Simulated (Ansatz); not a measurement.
Reaction (formal exchange of groups at the Si–Ga bond): `[CH3][Ga]([CH3])[SiH3]` + `OO` → `O[SiH3]` + `[CH3][Ga]([CH3])[OH]`

Gas-phase electronic energies from Ansatz, PBE0-D4/def2-TZVP geometries. CBS: MP2 limit from def2 TZ/QZ plus the TZ coupled-cluster correction, frozen cores. This one scheme is used for every species. Functionals use def2-TZVPP. B3LYP here is the variant with VWN-RPA as its local correlation; programs differ in this. For Ga outer-core shells are correlated without core-valence functions, which leaves a few kJ/mol of doubt a bond. Scalar relativity is left out up to krypton. One conformer a species, not always the lowest.

```csv
level,ΔE (eV),difference from CCSD(T)/CBS
PBE-D4,-4.53,0.56
BLYP-D4,-4.69,0.40
r2SCANh-D4,-4.94,0.15
BHLYP-D4,-5.10,-0.01
CAM-B3LYP-D4,-5.01,0.08
PBE0,-4.75,0.34
B3LYP,-4.90,0.19
RPA@PBE/def2-TZVPP,-4.77,0.32
HF/def2-SVP,-5.12,-0.03
MP2/def2-SVP,-5.08,0.01
CCSD/def2-SVP,-4.82,0.27
CCSD(T)/def2-SVP,-4.76,0.33
HF/def2-TZVPP,-5.38,-0.29
CCSD(T)/def2-TZVPP,-5.00,0.09
HF/def2-QZVPP,-5.43,-0.34
HF/CBS(def2),-5.43,-0.34
CCSD(T)/CBS,-5.09,0
```

Largest T1 diagnostic among the species: 0.013.

The D4 term adds +0.04 eV with B3LYP and +0.03 eV with PBE0; it sums over pairs of atoms, weighted by their polarisabilities, and B3LYP, whose exchange is more repulsive, gets the larger term. At CCSD(T), def2-SVP lies +0.32 eV from the extrapolated value and def2-TZVPP +0.08 eV. From PBE to PBE0 (25 % exact exchange), in def2-TZVPP and without D4, ΔE moves by −0.20 eV.

CCSD(T)/CBS has its own doubt, a few kJ/mol and more with outer-core shells, so smaller differences from it don't rank the levels.
